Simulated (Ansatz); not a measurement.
Ideal-gas functions of H2MoO3S (`[O]=[Mo]([OH])([OH])=[S]`) at 400 K and 1 bar, from an Ansatz frequency run at PBE0-D4/def2-TZVP.

Molar mass 178.02 g/mol, point group Cs (symmetry number 1), electronic degeneracy 1, moments of inertia 148.369, 220.156, 239.419 u Å². Harmonic wavenumbers (cm⁻¹, unscaled): 197, 213, 213, 218, 227, 274, 317, 577, 631, 651, 736, 751, 1056, 3880, 3885.

Use S(trans) = R[1.5 ln M + 2.5 ln T − 1.1517]; rotational temperatures θ = 24.2544 K / I; S(rot) = R[ln(√π/σ · √(T³/θAθBθC)) + 1.5]; for each mode x = 1.438777 ν̃/T, S = R[x/(eˣ − 1) − ln(1 − e⁻ˣ)] and H = RT x/(eˣ − 1); 1 cm⁻¹ = 0.0119627 kJ/mol; R = 8.31446 J/(mol·K).

Q: By hand: the entropy, in J/(mol·K).

A: Translation 179.6. Rotation: θ = 0.1635, 0.1102, 0.1013 K, giving 118.2. Vibration, mode by mode: 11.35, 10.73, 10.73, 10.55, 10.23, 8.76, 7.66, 3.59, 3.08, 2.91, 2.29, 2.19, 0.91, 0.00, 0.00, in all 85.0. Electronic 0.0. Sum 382.8 J/(mol·K).

Q: By hand: H − E and G − E in kJ/mol, counted from the electronic energy.

A: Zero-point energy ½ × 13826 × 0.0119627 = 82.7; thermal vibration 19.1; translation, rotation and pV give 4 RT = 13.3. H − E = 115.1 kJ/mol, and G − E = 115.1 − 400 × 382.8/1000 = -38.0 kJ/mol.

Vibration gives 22 % of the entropy. The sum counts one conformer and one mirror image; others add a mixing term.
